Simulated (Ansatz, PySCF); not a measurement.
C$_{2}$H$_{11}$NSSi$_{2}$ (SMILES C[SiH](C)S[SiH2]N), singlet, geometry from GFN2-xTB, with bond 13-3 at 2.4 times its length. Base run: PySCF with CASSCF(6,6)/STO-3G.

Input for PySCF:
```python
from pyscf import gto, scf, mcscf
import numpy

mol = gto.M(
    atom='''
Si   -1.570670    0.017182   -0.084250
C    -1.675331   -1.057054    1.478017
C    -2.706292   -0.632594   -1.452844
S     0.425743   -0.039340   -0.904061
Si    1.700319    0.489315    0.759848
N     3.309938    0.811784    0.258998
H    -1.862682    1.416806    0.245787
H    -1.343878   -2.073274    1.281321
H    -2.694980   -1.107514    1.847101
H    -1.053755   -0.656457    2.273976
H    -3.746025   -0.593764   -1.143443
H    -2.469512   -1.662076   -1.705983
H    -2.458314    0.783284   -3.625035
H     1.761367   -0.650157    1.663277
H     1.176136    1.711883    1.351098
H     3.861803    0.039003   -0.079084
H     3.467688    1.612076   -0.333552
''',
    basis='sto-3g',
    charge=0,
    spin=0,
    verbose=3,
)

mf = scf.RHF(mol)
mf.kernel()
mc = mcscf.CASSCF(mf, 6, 6)
mc.fix_spin_(ss=0.0)
mc.kernel()
occ = numpy.linalg.eigvalsh(mc.fcisolver.make_rdm1(mc.ci, mc.ncas, mc.nelecas))[::-1]
ss = mc.fcisolver.spin_square(mc.ci, mc.ncas, mc.nelecas)[0]
print('natural occupations', occ.round(4), ' <S^2>', round(ss, 4))
```

Programs used: Ansatz (an electronic-structure program), PySCF; a row that names a program was run with it.

Variants of this job, named by their change:

| change | ΔE vs base (kcal/mol) | natural occupations | <S^2> of the state |
|---|---|---|---|
| base | 0.000 | 1.98 1.97 1.31 0.69 0.03 0.02 | 0.00 |
| code = ansatz | -6.40 | - | - |
| fix_spin_ = off | 0.000 | 1.98 1.97 1.31 0.69 0.03 0.02 | 0.00 |
| active space = 8 electrons, 7 orbitals | -1.40 | 2.00 1.98 1.97 1.31 0.69 0.03 0.02 | 0.00 |
| active space = 10 electrons, 8 orbitals | -1.71 | 2.00 2.00 1.98 1.97 1.31 0.69 0.03 0.03 | 0.00 |
| start = MP2 natural orbitals | -0.81 | 1.98 1.97 1.32 0.68 0.03 0.02 | 0.00 |
| orbitals = fixed (CASCI); correction = SC-NEVPT2 | -130.6 | 2.00 1.99 1.32 0.68 0.01 0.00 | 0.00 |
| active space = 4 electrons, 4 orbitals | 9.14 | 1.98 1.31 0.69 0.02 | 0.00 |
| correction = SC-NEVPT2 | -133.6 | 1.98 1.97 1.31 0.69 0.03 0.02 | 0.00 |
| code = ansatz; correction = SC-NEVPT2, all electrons | -137.0 | - | - |
| orbitals = fixed (CASCI) | 21.00 | 2.00 1.99 1.32 0.68 0.01 0.00 | 0.00 |

Active orbitals are taken around the Fermi level unless the row says otherwise; CASSCF can end in different local minima, and two programs can end on different orbitals. State-averaged rows give the lowest state.
